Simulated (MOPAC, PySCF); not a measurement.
C3H6O, SMILES `OC1CC1` (H–O–C–C torsion 37°), neutral singlet in the gas phase. 

Cartesian coordinates (Å):
SMILES: OC1CC1
```xyz
10

O      1.7597    -0.4033     0.1005
C      0.4930    -0.0100     0.5563
C     -0.7653    -0.6092     0.0142
C     -0.4163     0.8435    -0.2690
H      1.7161    -0.5773    -0.8459
H      0.5446     0.1847     1.6188
H     -0.6693    -1.3090    -0.8069
H     -1.5792    -0.8298     0.6921
H     -0.0936     1.0866    -1.2740
H     -0.9897     1.6237     0.2138
```
Charge 0, spin multiplicity 1.

All levels are single points at this geometry (B3LYP-D3(BJ)/def2-TZVP); Pople sets use spherical d functions. Orbital energies aren't observables, and empty levels follow the basis.

| level | HOMO (eV) | LUMO (eV) | gap (eV) | dipole (D) | vertical IE, Delta-SCF (eV) |
|---|---|---|---|---|---|
| M06-2X/def2-TZVP in PySCF | -8.55 | 1.76 | 10.31 | 1.60 | 9.74 |
| PBE-D3(BJ)/def2-TZVP in PySCF | -5.63 | 0.31 | 5.94 | 1.45 | 9.27 |
| B3LYP/3-21G in PySCF | -6.25 | 2.77 | 9.01 | 1.60 | – |
| B3LYP/6-311+G** in PySCF | -6.97 | 0.22 | 7.19 | 1.70 | – |
| B3LYP/6-31G* in PySCF | -6.48 | 2.13 | 8.61 | 1.52 | 9.27 |
| PBE/6-31G* in PySCF | -5.16 | 1.48 | 6.64 | 1.44 | 9.00 |
| HF/6-31G* in PySCF | -10.50 | 6.05 | 16.56 | 1.74 | 8.93 |
| HF/STO-3G in PySCF | -8.68 | 13.41 | 22.09 | 1.36 | – |
| AM1 in MOPAC | -10.56 | 2.85 | 13.42 | 1.44 | – |
